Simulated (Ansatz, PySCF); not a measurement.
F5Te, SMILES F[Te](F)(F)(F)F, multiplicity 2. Atoms are numbered in the order given.

```xyz
6

F     -1.3730    -1.3730     0.1058
Te     0.0000     0.0000     0.0825
F      1.3730    -1.3730     0.1058
F     -1.3730     1.3730     0.1058
F      0.0000     0.0000    -1.8011
F      1.3730     1.3730     0.1058
```
Charge 0, spin multiplicity 2.

Coordinates come from a B3LYP-D3(BJ)/def2-SVP optimisation. The isomer is the one that the SMILES or the coordinates give; other isomers of the formula were not compared. The def2 effective core potentials stand for the cores of Te; spin–orbit coupling is left out.

Two levels are set side by side: PBE-D3(BJ)/def2-SVP (Ansatz, a quantum-chemistry and plane-wave program) and B3LYP-D3(BJ)/def2-SVP (Ansatz). Each level has its own optimised geometry; the coordinates shown are those of the second. Frequencies come from the Hessian of PySCF at each geometry. Differences are taken from unrounded values.

```tsv
quantity	B3LYP-D3(BJ)	PBE-D3(BJ)	PBE-D3(BJ) minus B3LYP-D3(BJ)
mean bond length (Å)	1.930	1.949	0.019
bond F1–Te2 (Å)	1.942	1.961	0.019
bond Te2–F3 (Å)	1.942	1.961	0.019
bond Te2–F4 (Å)	1.942	1.961	0.019
bond Te2–F5 (Å)	1.884	1.904	0.021
bond Te2–F6 (Å)	1.942	1.961	0.019
highest harmonic wavenumber (cm⁻¹)	693	660	-33
mean harmonic wavenumber (cm⁻¹)	377	359	-18
zero-point energy (kcal/mol)	6.47	6.16	-0.31
```

GGA bonds tend to be longer and softer than those of functionals with exact exchange. Differences between two approximate levels are no errors against the true value.
